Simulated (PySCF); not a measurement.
# Dipole response of Ba²⁺ (barium, charge +2)

[Xe], closed-shell 1S. Computed with PySCF 2.14 in aug-cc-pVDZ-X2C (8s7p5d, 54 functions), with the spin-free X2C one-electron Hamiltonian (Gaussian nucleus). Coupled (time-dependent) response in atomic units; α is the mean over directions. A double-zeta set is small for polarisabilities.

| method | mean α (bohr³) | C₆ (like pair) | S(−4) |
| --- | --- | --- | --- |
| UHF | 9.771 | 60.89 | 13.74 |
| PBE | 9.913 | 61.60 | 14.44 |
| PBE0 | 9.770 | 60.44 | 13.93 |
| B3LYP | 9.888 | 61.54 | 14.30 |
| BHandHLYP | 9.794 | 60.84 | 13.93 |

S(−4) is the Cauchy moment in α(ω) = α(0) + S(−4) ω² + …

α(iu) at B3LYP:

```
u (hartree)  α(iu) (bohr³)
          0          9.888
     0.0500          9.853
      0.100          9.747
      0.200          9.348
      0.300          8.753
      0.500          7.279
      0.750          5.489
       1.00          4.091
       1.50          2.375
       2.00          1.499
       3.00         0.7316
       5.00         0.2782
```

A single London oscillator, α(iu) = α/(1 + u²/ω²), gives C₆ = (3/4) ω α². Matching the computed C₆ needs ω = 4 × 61.54 / (3 × 9.888²) = 0.839 hartree.

For an ion, C₆ is the dispersion term alone; charge-induced terms of lower order in 1/R come first.

Spin-orbit coupling, which splits the p, d and f shells strongly at this Z, is absent.
